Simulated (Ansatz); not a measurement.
`ClC1([TeH])CC1`. The species carries charge 0 and has multiplicity 1. Te takes the def2 core potential.

```xyz
10

Cl    1.303   -1.623   -0.761
C     0.288   -0.221   -0.432
Te   -0.541    0.727   -2.137
C     0.717    0.658    0.701
C    -0.472   -0.243    0.855
H    -1.664   -0.470   -2.378
H     0.552    1.725    0.614
H     1.632    0.377    1.206
H    -0.354   -1.129    1.466
H    -1.460    0.198    0.865
```

Task: What are the harmonic wavenumbers in cm⁻¹ at PBE0-D4/def2-TZVP (Ansatz, finite differences of forces, unscaled)? (An estimate is asked.)

Result: The calculation gave: 154, 188, 232, 258, 357, 415, 664, 689, 779, 929, 934, 968, 1062, 1089, 1144, 1181, 1274, 1450, 1484, 2149, 3156, 3159, 3240, 3252.

Task: Is this a minimum?

Result: Yes, all 24 modes are real.

Task: Give the ideal-gas thermochemistry at 298.15 K and 1 bar (rigid rotor, harmonic oscillator; point group C1, symmetry number 1).

Result: Zero-point energy 180.7 kJ/mol; H(298) − E = 199.6 kJ/mol; entropy 345.0 J/(mol·K), of which translation 175.2, rotation 119.6, vibration 50.2; G(298) − E = 96.7 kJ/mol.

Task: And at 400, 500, 600, 800 and 1000 K?

Result: 
```tsv
T (K)	H − E (kJ/mol)	S (J/mol/K)	G − E (kJ/mol)
400	210.7	376.8	60.0
500	223.4	405.2	20.8
600	237.7	431.1	-21.0
800	269.6	476.9	-111.9
1000	304.9	516.2	-211.3
```

Task: Rotational constants (cm⁻¹)?

Result: 0.1243, 0.04213, 0.03434.
